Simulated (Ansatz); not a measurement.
System: C3H4O, net charge 0, singlet state. 
Coordinates optimised at B3LYP-D3(BJ)/def2-TZVP (Ansatz, a first-principles code):
```xyz
8

C     -0.3771     1.0863     0.1628
C     -1.1239    -0.2898     0.0411
C      0.3346    -0.1776    -0.0455
O      1.3819    -0.7333    -0.1877
H     -0.3401     1.5520     1.1409
H     -0.4647     1.7796    -0.6657
H     -1.6886    -0.4755    -0.8653
H     -1.5639    -0.7030     0.9413
```

Property: vertical triplet-singlet gap (E(triplet) - E(singlet); each state is the SCF solution reached for its spin), in kJ/mol. Valence correlation only, unless marked. UHF or UKS for open shells. Spin-orbit coupling is left out. No relativistic terms. Basis-set limits of correlation are two-point, X^-3; Hartree-Fock from the larger set. [CCSD(T)-MP2]/basis is that difference in the basis named.

```csv
level,program,vertical triplet-singlet gap (kJ/mol)
HF/aug-cc-pVTZ,Ansatz,273.5
```

Problem. What does RI-MP2/CBS(aug-cc-pVTZ,aug-cc-pVQZ)+[CCSD(T)-MP2]/aug-cc-pVTZ (Ansatz) give?

Solution. 345.0 kJ/mol, so HF/aug-cc-pVTZ differs from it by -71.5 kJ/mol.
